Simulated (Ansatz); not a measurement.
## CH5F3Si2: structure from calculated spectroscopic constants

These gas-phase data were calculated for one isomer of CH5F3Si2 at r2SCAN-D4/def2-SVP (harmonic, unscaled wavenumbers; equilibrium rotational constants with average atomic masses):

| Quantity | Value |
| --- | --- |
| rotational constants | 3.201, 1.4, 1.32 GHz |
| all wavenumbers above 1500 cm⁻¹ | 3153, 3153, 3043, 2223, 2218 |

Candidates:

(1) `F[SiH2]C[SiH](F)F`, a singlet
(2) `C[SiH2][Si](F)(F)F`, a singlet

Q: Assign the data to one candidate and say why.

A: Candidate (2). 2 modes lie between 2000 and 2380 cm⁻¹, one for each Si–H bond, while (1) has 3.

The same quantities for all candidates:

```tsv
	rotational constants (GHz)	wavenumbers above 1500 cm⁻¹	E above the lowest, r2SCAN-D4/def2-SVP (kcal/mol)
(1)	4.417, 1.269, 1.125	3115, 3046, 2314, 2269, 2251	0.3
(2)	3.201, 1.4, 1.32	3153, 3153, 3043, 2223, 2218	0.0
```

Harmonic stretches to hydrogen usually lie a few per cent above observed fundamentals. Each candidate is one conformer. Programs: Ansatz 0.2.0.
